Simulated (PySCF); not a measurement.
Compound: C8H14O.
Atom-mapped SMILES: `[CH2:1]=[C:2](/[CH:3]=[CH:4]/[CH3:5])[O:6][CH:7]([CH3:8])[CH3:9]` (hydrogens: H10, H11 on C1; H12 on C3; H13 on C4; H14, H15, H16 on C5; H17 on C7; H18, H19, H20 on C8; H21, H22, H23 on C9)

Computed by this run: PySCF, PBE0-D3(BJ)/def2-SVP geometry optimisation, gas phase; density fitting, grid level 1; the optimiser is geomeTRIC in internal coordinates, started from a GFN2-xTB structure with every atom displaced at random (about 0.01 Å).

Step 2: E = -10550.9850 eV
```
atom  x, y, z in Å  |  force x, y, z in eV/Å
C1     -0.2073   -2.1041   -0.7609   -0.105  -0.013  -0.047
C2      0.2787   -0.9636   -0.2286    0.083  -0.027   0.032
C3      1.7144   -0.8112    0.0170    0.198   0.016   0.063
C4      2.2770    0.2355    0.6371   -0.094   0.218   0.054
C5      3.7280    0.4339    0.9229   -0.070  -0.192  -0.082
O6     -0.4354    0.1148    0.1573    0.058  -0.053  -0.090
C7     -1.8388    0.1741   -0.0528    0.004  -0.082   0.045
C8     -2.3662    1.1873    0.9398   -0.037   0.053   0.025
C9     -2.1597    0.5468   -1.4908    0.035  -0.005   0.006
H10     0.4838   -2.9120   -1.0091   -0.018   0.084   0.033
H11    -1.2649   -2.2814   -0.9518   -0.029   0.039  -0.022
H12     2.3374   -1.6403   -0.3333    0.000  -0.028   0.024
H13     1.6048    1.0362    0.9636   -0.038   0.027  -0.008
H14     4.3197   -0.4605    0.6771    0.028   0.014  -0.020
H15     3.8954    0.6750    1.9859   -0.021  -0.012  -0.007
H16     4.1335    1.2820    0.3449   -0.011   0.010   0.002
H17    -2.2710   -0.8164    0.1855    0.000   0.027  -0.026
H18    -3.4593    1.2773    0.8565    0.002  -0.002   0.006
H19    -1.9219    2.1769    0.7481   -0.003  -0.028   0.002
H20    -2.1150    0.8908    1.9681    0.001  -0.007  -0.002
H21    -1.7704    1.5520   -1.7145    0.004  -0.004   0.003
H22    -3.2479    0.5525   -1.6540    0.007  -0.002   0.007
H23    -1.7093   -0.1598   -2.2013    0.009  -0.031   0.003
```

Step 3: E = -10550.9935 eV
```
atom  x, y, z in Å  |  force x, y, z in eV/Å
C1     -0.2196   -2.0953   -0.7627   -0.140   0.164  -0.011
C2      0.2842   -0.9680   -0.2171    0.005  -0.063   0.009
C3      1.7151   -0.8115    0.0497   -0.044   0.024  -0.025
C4      2.2564    0.2662    0.6362    0.027  -0.081  -0.086
C5      3.7111    0.4289    0.9076   -0.003   0.106   0.044
O6     -0.4254    0.1131    0.1643   -0.040  -0.004  -0.043
C7     -1.8266    0.1665   -0.0515   -0.016   0.060   0.052
C8     -2.3650    1.1705    0.9472   -0.084  -0.082   0.011
C9     -2.1373    0.5491   -1.4886    0.060  -0.049  -0.018
H10     0.4580   -2.9048   -1.0161    0.104  -0.113  -0.013
H11    -1.2805   -2.2425   -0.9734    0.081   0.018   0.005
H12     2.3501   -1.6457   -0.2693   -0.026   0.009   0.066
H13     1.5851    1.0865    0.9186    0.052  -0.057   0.002
H14     4.2805   -0.4829    0.6791    0.000  -0.034  -0.013
H15     3.8913    0.6949    1.9628    0.017  -0.013  -0.008
H16     4.1340    1.2510    0.3050    0.013   0.030   0.015
H17    -2.2557   -0.8263    0.1745   -0.017  -0.010   0.001
H18    -3.4588    1.2564    0.8584    0.031  -0.001   0.011
H19    -1.9233    2.1604    0.7688    0.034   0.066  -0.018
H20    -2.1173    0.8629    1.9731   -0.008   0.001   0.003
H21    -1.7487    1.5565   -1.7008    0.010   0.007  -0.007
H22    -3.2233    0.5535   -1.6585   -0.035  -0.001  -0.013
H23    -1.6790   -0.1536   -2.2007   -0.020   0.021   0.036
```

**Question.** Estimate the geometry and energy of step 4. (The exact step hangs on the optimiser's Hessian estimate; all steps are aligned on step 3, rigid shifts and turns removed.)

**Answer.** E = -10550.9959 eV, largest force 0.091 eV/Å
```
atom  x, y, z in Å  |  force x, y, z in eV/Å
C1     -0.2150   -2.0624   -0.7940    0.008   0.019  -0.016
C2      0.2834   -0.9459   -0.2242   -0.009   0.060   0.051
C3      1.7136   -0.7978    0.0546    0.038  -0.073  -0.015
C4      2.2783    0.2639    0.6469   -0.082  -0.004  -0.040
C5      3.7349    0.4139    0.9171    0.001   0.023   0.008
O6     -0.4326    0.1300    0.1610    0.007   0.017   0.032
C7     -1.8371    0.1682   -0.0396    0.001   0.045  -0.002
C8     -2.3789    1.1868    0.9429    0.004  -0.036  -0.011
C9     -2.1585    0.5139   -1.4832   -0.018   0.001  -0.014
H10     0.4712   -2.8703   -1.0406    0.017  -0.055  -0.017
H11    -1.2697   -2.2032   -1.0294    0.029  -0.007   0.018
H12     2.3373   -1.6412   -0.2593   -0.001  -0.012   0.008
H13     1.6196    1.0868    0.9449    0.004   0.018  -0.007
H14     4.2972   -0.4977    0.6675    0.001  -0.010  -0.010
H15     3.9210    0.6558    1.9768    0.005  -0.013   0.004
H16     4.1619    1.2468    0.3317   -0.006   0.008   0.012
H17    -2.2569   -0.8235    0.2085    0.007  -0.029   0.009
H18    -3.4733    1.2610    0.8607    0.007  -0.005  -0.002
H19    -1.9467    2.1779    0.7407    0.009   0.023  -0.003
H20    -2.1220    0.9023    1.9732   -0.001   0.001   0.001
H21    -1.7773    1.5181   -1.7234    0.004   0.000  -0.004
H22    -3.2460    0.5062   -1.6484   -0.012   0.005  -0.009
H23    -1.6991   -0.2038   -2.1778   -0.013   0.024   0.007
```

The energy changes by -0.0023 eV. The first-order estimate −F·Δx gives -0.0090 eV and the mean of the old and new forces, exact on a quadratic surface, -0.0029 eV. The step makes an angle of 83° with the force vector and moves no atom by more than 0.069 Å.

What follows is the cost of the whole optimisation. Hardware: one thread, Arm Neoverse N1 (aarch64), no GPU, shared host. Cost: 6.3 min, 0.86 GiB resident at most.
